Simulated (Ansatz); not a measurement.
Species: CHS$_{2}$, net charge 1, singlet state. It need not be the lowest isomer of its formula. SMILES: S=C=[SH+]
Geometry: optimised at B3LYP-D3(BJ)/def2-TZVP (Ansatz, a quantum-chemistry and plane-wave program).

Property: vertical ionisation energy (to the doublet state of charge +2; each state is the SCF solution reached for its spin; the UHF <S^2> is 1.35 for the doublet (pure: 0.75); for the doublet T1 is 0.064; for the singlet the Hartree-Fock reference is unstable and T1 is 0.018), in eV. Valence correlation only, unless marked. UHF or UKS for open shells. No spin-orbit coupling. No relativistic terms. CBS marks a two-point X^-3 extrapolation of the correlation energy; Hartree-Fock from the larger set. The bracket is a focal-point correction in the basis named.

RI-MP2/CBS(aug-cc-pV(T+d)Z,aug-cc-pV(Q+d)Z)+[CCSD(T)-MP2]/aug-cc-pV(T+d)Z (Ansatz) gives 16.96 eV.

**Question.** Another calculation gave 16.80 eV. Which level was it?
(A) SVWN5/def2-TZVPD (Ansatz)
(B) BHLYP/def2-TZVPD (Ansatz)
(C) B2PLYP/def2-TZVPD (Ansatz)

**Answer.** C, B2PLYP/def2-TZVPD (Ansatz). The others give 16.94 (SVWN5), 16.59 (BHLYP) eV.
